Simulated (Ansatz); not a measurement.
VP₂H₆Br₂⁻, that is VBr2(PH3)2 with one electron more. Total charge -1; quintet. Geometry r2SCAN-D4/def2-SVP, that of the neutral quartet; atoms count from 1.

Cartesian coordinates in Å:
```
V 0.0430 0.7243 -1.1121
Br -2.3891 0.8791 -0.7555
Br 1.8167 1.5209 -2.5162
P -0.1745 -1.6922 -0.7284
H 0.9152 -2.6072 -0.6523
H -0.9487 -2.4013 -1.6858
H -0.8715 -2.1224 0.4338
P 0.3732 1.2795 1.2499
H -0.3683 0.5614 2.2274
H -0.0304 2.5875 1.6279
H 1.6342 1.2704 1.9113
```

The highest occupied level of the charge -1 quintet lies above zero (up to 0.19 eV). By energy differences its removal costs 0.85 eV (vertical, to the charge 0 quartet, at PBE0-D4/def2-TZVPD); a positive level beside a positive removal energy at the same level points to self-interaction error.

(1) Estimate the Mulliken populations from the PBE0/def2-TZVPD orbitals of Ansatz.

(2) Where does the spin sit?

(3) And the Mayer bond orders between bonded heavy atoms (over 0.3)?

Results:

(1) 
```
atom  charge (e)  spin (α − β)  d electrons
  V1        0.39          3.71         3.76
 Br2       -0.66         -0.01            –
 Br3       -0.72         -0.03            –
  P4       -0.31          0.08            –
  H5        0.09          0.02            –
  H6        0.10          0.04            –
  H7        0.11          0.03            –
  P8       -0.30          0.08            –
  H9        0.11          0.03            –
 H10        0.09          0.04            –
 H11        0.10          0.02            –
```
Mulliken values and Mayer orders depend strongly on the basis. With diffuse functions, as here, like atoms can get unlike values, and bond orders can come out too low or too high.

(2) Summed by element: V 3.71, Br -0.04, P 0.16, H 0.17, of 4 unpaired in all. Largest on single atoms: V1 3.71, P4 0.08, P8 0.08.

(3) V1–Br2 0.53 (2.46 Å); V1–Br3 0.53 (2.40 Å); V1–P4 0.70 (2.46 Å); V1–P8 0.70 (2.45 Å).
